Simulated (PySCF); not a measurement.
OY, SMILES [Y]=[O] (connectivity only; charge and spin as stated), neutral, multiplicity 2.

Coordinates come from a PBE0-D3(BJ)/def2-TZVPD optimisation. The def2 effective core potentials stand for the cores of Y; spin–orbit coupling is left out.

The numbers are results of PBE0-D3(BJ)/def2-TZVPD in PySCF, not measurements.

Frequencies are harmonic and unscaled.

```
mode  ν (cm⁻¹)  IR (km/mol)  moving atoms (share of kinetic energy)
----  --------  -----------  --------------------------------------
1          890        214.0                          O 85 %, Y 15 %
```
